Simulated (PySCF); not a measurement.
# PbS⁺: from constants to spectrum

UHF-CCSD(T) constants of PbS⁺, ²Π (doublet), unpaired electrons π ↑ (PySCF, scalar-relativistic core potentials, basis sets Pb def2-SVP with ECP60, S def2-SVP; masses 207.9766 and 31.9721 u):

| Property | Result |
| --- | --- |
| ωe | 337.7 cm⁻¹ |
| ωexe | 0.925 cm⁻¹ |
| Be | 0.096478 cm⁻¹ |
| αe | 0.000365 cm⁻¹ |
| D (centrifugal) | 3.15e-08 cm⁻¹ |

Question: Give the vibrational terms G(v) and spacings up to v = 6.

Answer: G(v) = ωe(v+½) − ωexe(v+½)².

| v | G(v) (cm⁻¹) | G(v) − G(v−1) | Bv (cm⁻¹) |
| --- | --- | --- | --- |
| 0 | 169 |  | 0.09630 |
| 1 | 504 | 336 | 0.09593 |
| 2 | 838 | 334 | 0.09557 |
| 3 | 1171 | 332 | 0.09520 |
| 4 | 1501 | 330 | 0.09484 |
| 5 | 1829 | 328 | 0.09447 |
| 6 | 2156 | 327 | 0.09411 |

Correlated steps freeze 9 core orbitals. These are scalar-relativistic numbers at best; spin–orbit coupling would shift them, the dissociation energy most. The state was picked by a PBE0 search and need not be the measured ground state.
